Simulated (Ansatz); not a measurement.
# One arrangement of a pair

The pair of OH⁻ (SMILES [OH-], atoms 1–2) and RuO4 (SMILES O=[Ru](=O)(=O)=O, atoms 3–7), both closed shells, in one local arrangement (a lower one may exist), relaxed at PBE0-D4/def2-TZVPD:

| atom | x (Å) | y (Å) | z (Å) |
| --- | --- | --- | --- |
| O1 | -0.6647 | 0.8148 | -1.2048 |
| H2 | 0.0508 | 0.7345 | -1.8427 |
| O3 | -0.7174 | -1.6415 | 0.0010 |
| Ru4 | 0.0465 | -0.2100 | 0.4443 |
| O5 | 1.4949 | 0.0174 | -0.4419 |
| O6 | -1.0511 | 0.8836 | 1.1332 |
| O7 | 0.8409 | -0.5989 | 1.9110 |

Program: Ansatz 0.2.0. Basis: def2-TZVPPD, with def2-QZVPPD for the basis limit. Cores are frozen in the correlated methods. Core potentials replace the inner electrons of the atoms past krypton. B3LYP uses VWN-RPA correlation. Extrapolation: Hartree–Fock as exp(−7.88 √X), correlation as X^−2.97. Interaction energies count from these two fragments, frozen as in the pair, with the counterpoise correction; negative means bound.

Problem. What is the interaction energy by CCSD(T) at an estimated basis limit (MP2 extrapolated from triple and quadruple zeta, plus CCSD(T) − MP2 in triple zeta)? (An estimate is asked for; the value comes from the calculation.)

Solution. By the calculation: -69.96 kcal/mol. Hartree–Fock alone gives -77.63 kcal/mol at the basis limit. It counts from the two fragments frozen as in the pair.

The same quantity by other methods in triple zeta, and each one's difference from that estimate:
```csv
method,E_int (kcal/mol),difference
PBE-D4,-71.23,-1.27
revPBE-D4,-68.79,1.17
BLYP-D4,-67.36,2.60
r2SCAN-D4,-78.01,-8.05
B97M-V,-76.15,-6.19
PBE0-D4,-77.34,-7.38
B3LYP-D4,-73.30,-3.34
HSE06-D4,-77.28,-7.32
wB97X-V,-75.26,-5.31
wB97M-V,-74.92,-4.96
B2PLYP,-62.60,7.35
HF,-76.93,-6.97
MP2,-53.15,16.80
CCSD,-68.71,1.24
CCSD(T),-65.19,4.76
```
Differences are method less estimate.

Problem. Which atoms make the shortest contact between the fragments?

Solution. O1 and Ru4, 2.07 Å apart.

Energy to bend the free fragments (PBE0-D4 minima) into their shapes in the pair, CCSD(T)/def2-TZVPPD: OH⁻ 0.01 kcal/mol; RuO4 23.21 kcal/mol. This must be added to the interaction energy to get the binding energy from relaxed fragments.

Basis-set superposition shift (counterpoise-corrected less uncorrected): CCSD(T) 3.21; MP2 3.10; HF 0.36; PBE0-D4 0.48; wB97M-V 0.42 kcal/mol.

T1 diagnostic: at most 0.038. The T1 diagnostic is large here, which may signal multireference character or strong orbital relaxation, so CCSD(T) is less sure. The restricted Hartree–Fock reference is unstable towards an unrestricted one at one or more of these structures.

For scale, one of the runs: CCSD(T)/def2-TZVPPD, 273 basis functions, launched by `ansatz run in.yaml --threads 2 --pin off --events-out ev --progress --plain --max-ram 22528MiB --backend cuda --devices 0, --max-vram 18GiB`. The run took 43 s on 2 CPU threads of an AMD EPYC 7R13 and a share of one NVIDIA H100 (shared host), with 1.6 GiB of host memory at its peak.
